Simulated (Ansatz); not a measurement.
`[F][GeH]([F])[SiH3]` + H₂ → `[F][GeH2][F]` + SiH₄ at 298.15 K and 1 bar (hydrogenolysis of a Ge–Si bond).

Gas-phase electronic energies from Ansatz, PBE0-D4/def2-TZVP geometries. CCSD(T)/CBS is the MP2 limit (def2-TZVPP, def2-QZVPP) plus CCSD(T) − MP2 in def2-TZVPP, frozen cores. This one scheme is used for every species. For Ge outer-core shells are correlated without core-valence functions, which leaves a few kJ/mol of doubt a bond. Scalar relativity is left out up to krypton.

```csv
species,CCSD(T)/CBS energy (Eh),H − E (kJ/mol),S (J/(mol·K))
`[F][GeH]([F])[SiH3]`,-2567.24983,118.8,348.6
H₂,-1.17544,35.1,130.4
`[F][GeH2][F]`,-2276.96403,66.9,277.3
SiH₄,-291.46306,92.1,204.8
```

H − E and S are ideal-gas, rigid-rotor, harmonic terms from PBE0-D4/def2-TZVP. For small species the MP2-based limit differs from directly extrapolated CCSD(T) by up to some mEh (0.8 for H₂); such offsets cancel only in part. 1 Eh = 2625.50 kJ/mol, R = 8.31446 J/(mol·K).

Task: By hand: ΔE, ΔH, ΔS and ΔG.

Result: ΔE = (-2276.96403) + (-291.46306) − (-2567.24983) − (-1.17544) = -0.00182 Eh = -4.8 kJ/mol. Δ(H − E) = 66.9 + 92.1 − 118.8 − 35.1 = 5.1, so ΔH = 0.3 kJ/mol. ΔS = 277.3 + 204.8 − 348.6 − 130.4 = 3.1 J/(mol·K). ΔG = 0.3 − 298.15 × (3.1)/1000 = -0.6 kJ/mol.

Task: By hand: the equilibrium constant, and the temperature at which ΔG would vanish if ΔH and ΔS stayed fixed.

Result: log₁₀ K = −ΔG/(RT ln 10) = 0.1. ΔG = 0 at ΔH/ΔS = 97 K, though so small a ΔH makes that figure unsure.

TΔS isn't small against ΔH here. The sign of ΔG lies within the doubt. A doubt of 5 kJ/mol in ΔE shifts log₁₀ K by 0.9 here. These are equilibria of isolated gas molecules and say nothing of rates. Largest T1 diagnostic: 0.013 (customary marks: 0.02 for closed shells, 0.045 for open ones).
